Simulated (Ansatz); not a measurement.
Consider the atomization: `CC[N](CC)[Ga]([Cl])[Cl]` → 4 C• + 2 Cl• + Ga• + 10 H• + N•.

Gas-phase electronic energies from Ansatz, PBE0-D4/def2-TZVP geometries. CBS: MP2 limit from def2 TZ/QZ plus the TZ coupled-cluster correction, frozen cores. This one scheme is used for every species, atoms too. For atomizations the MP2-based limit and the directly extrapolated one differ by several kJ/mol either way, and by 10 to 25 for some Ge, Se and Sn compounds, so smaller differences from it don't rank the levels. DFT in def2-TZVPP. Open shells (•) are unrestricted, without spin–orbit coupling. Spin–orbit coupling would lower the free atoms: a little for C, Cl; clearly for Ga. Bonds to Ga are less sure, by a few kJ/mol each and by 10 to 20 or more in all where they break to atoms, as the def2 sets lack core-valence functions. Scalar relativity is left out up to krypton. One conformer a species, not always the lowest.

`CC[N](CC)[Ga]([Cl])[Cl]`:

```xyz
18

C     1.715   -1.410    0.450
C     1.029   -0.082    0.730
N    -0.364   -0.052    0.323
C    -0.619    0.139   -1.094
C    -0.478    1.583   -1.547
Ga   -1.701   -0.238    1.509
Cl   -3.730   -0.241    0.864
Cl   -1.288   -0.459    3.585
H     1.675   -1.668   -0.611
H     1.237   -2.215    1.012
H     2.768   -1.367    0.742
H     1.090    0.133    1.801
H     1.572    0.729    0.229
H     0.059   -0.500   -1.674
H    -1.630   -0.211   -1.322
H    -0.644    1.665   -2.624
H    -1.209    2.217   -1.040
H     0.518    1.977   -1.334
```

| species | PBE0 energy (Eh) |
| --- | --- |
| `CC[N](CC)[Ga]([Cl])[Cl]` | -3057.87854 |
| C• | -37.80537 |
| Cl• | -459.99743 |
| Ga• | -1924.55212 |
| H• | -0.50104 |
| N• | -54.54382 |

Question: Work out ΔE.

Answer: ΔE = 10 × (-0.50104) + 4 × (-37.80537) + 2 × (-459.99743) + (-1924.55212) + (-54.54382) − (-3057.87854) = 2.55586 Eh = +6710.4 kJ/mol. CCSD(T)/CBS gives +6720.1 kJ/mol.

Largest T1 diagnostic among the species: 0.013.

From BLYP to BHLYP (50 % exact exchange), in def2-TZVPP and without D4, ΔE moves by −71.7 kJ/mol: exact exchange takes away binding that semilocal exchange gives to molecules. At CCSD(T), def2-SVP lies −297.2 kJ/mol from the extrapolated value and def2-TZVPP −152.6 kJ/mol: correlation converges slowly with the basis, and small sets miss more of it in the bonded molecule than in its fragments.
